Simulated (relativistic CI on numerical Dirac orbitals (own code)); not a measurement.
**One change at a time: Tl LXXI**

Base calculation: Dirac-Coulomb-Breit CI, KLI orbitals optimised for each configuration, model QED, unscaled Slater integrals.

Configuration list (outside the closed core [Ne]): 3s, 3p, 3d, 4s, 4p, 4d, 4f, 5s, 5p, 5d, 5f, 5g, 6s, 6p, 6d, 7s, 7p. Levels of other configurations are missing.

The lowest level and the first level of each name with at least 55 % of one term (blank where a level has no safe partner in the second run):

```csv
Level,Base (eV),Shift (eV)
3s ²S1/2,0.00,0.00
3p ²P°1/2,184.80,+0.20
3p ²P°3/2,760.63,+0.20
3d ²D3/2,969.45,+0.03
3d ²D5/2,1098.13,+0.02
4s ²S1/2,4059.31,-0.34
4p ²P°1/2,4135.41,-0.25
4p ²P°3/2,4371.31,-0.25
4d ²D3/2,4450.49,-0.33
4d ²D5/2,4506.08,-0.33
4f ²F°5/2,4546.89,-0.51
4f ²F°7/2,4571.42,-0.50
5s ²S1/2,5862.16,-0.41
5p ²P°1/2,5900.26,-0.35
5p ²P°3/2,6018.82,-0.37
5d ²D3/2,6057.54,-0.39
5d ²D5/2,6086.18,-0.41
5f ²F°5/2,6106.45,-0.52
5f ²F°7/2,6119.07,-0.51
5g ²G7/2,6121.85,-0.52
5g ²G9/2,6129.32,-0.52
6s ²S1/2,6815.76,-0.44
```

At this charge energies of transitions that change n are usually good to better than 1 %, and those within a shell (Δn = 0) to a few per cent.

(1) One thing was changed in a second run, which moved the levels as shown. Which?
A. Breit term removed
B. P86 correlation estimate
C. configuration mixing switched off
D. QED terms removed
E. one mean potential for all configurations

Results:

(1) E. One mean potential for all configurations. One potential for all configurations removes the relaxation of the orbitals, which moves whole configurations and changes the integrals a little.
